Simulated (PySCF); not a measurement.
# Vibration and rotation of SbCl

PBE0 constants of SbCl, ³Σ⁻ (triplet), unpaired electrons π ↑↑ (Sb cc-pVTZ-PP with ECP28, Cl cc-pV(T+d)Z; scalar-relativistic core potentials (PySCF 2.14); masses 120.9038 and 34.9689 u):

| Property | Result |
| --- | --- |
| ωe | 375.1 cm⁻¹ |
| ωexe | 1.14 cm⁻¹ |
| Be | 0.11313 cm⁻¹ |
| αe | 0.000480 cm⁻¹ |
| De to Sb + Cl | 3.19 eV |

Question: What force constant and bond length do these constants imply?

Answer: Reduced mass μred = 27.124 u; k = 5.8918×10⁻⁷·μred·ωe² (u, cm⁻¹, mdyn/Å) = 2.25 mdyn/Å; Re = √(16.8576/(μred·Be)) (u, cm⁻¹, Å) = 2.344 Å.

Question: Estimate the centrifugal constant D from the Kratzer relation and find the Dunham coefficient a1.

Answer: D = 4Be³/ωe² = 4.12e-08 cm⁻¹; a1 = −1 − αeωe/(6Be²) = -3.34.

These are scalar-relativistic numbers at best; spin–orbit coupling would shift them, the dissociation energy most. The state was picked by a PBE0 search and need not be the measured ground state.
